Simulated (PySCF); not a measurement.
A run for PySCF: R-MP2/6-31G* on GaH5N2 (SMILES [NH2][GaH][NH2]), a point of a torsion scan.

```python
from pyscf import gto, scf, dft, mp
from pyscf.data.elements import chemcore

mol = gto.M(
    atom='''
    N     1.57495313   -0.36337341    0.26084209
    Ga    0.17730296    0.62307172    0.84136159
    N     0.31446239    2.42139605    0.94464467
    H     1.58890339   -1.37050040    0.17068872
    H     2.46580141    0.01330818   -0.03754498
    H    -1.12231023   -0.06631817    1.25366181
    H     1.13459964    2.95597351    0.68705198
    H    -0.41620552    3.05208219    1.24652632
    ''',
    basis='6-31g*',
    cart=True,
    charge=0, spin=0, verbose=3, max_memory=1800)
mf = scf.RHF(mol)
mf.conv_tol = 1e-8
mf.max_cycle = 100
mf.kernel()
if not mf.converged:
    mf = mf.newton().run(mf.mo_coeff, mf.mo_occ)
pt = mp.MP2(mf, frozen=chemcore(mol)).run()
```

Task: What total energy does the run end on?

Result: -2035.3723 hartree.
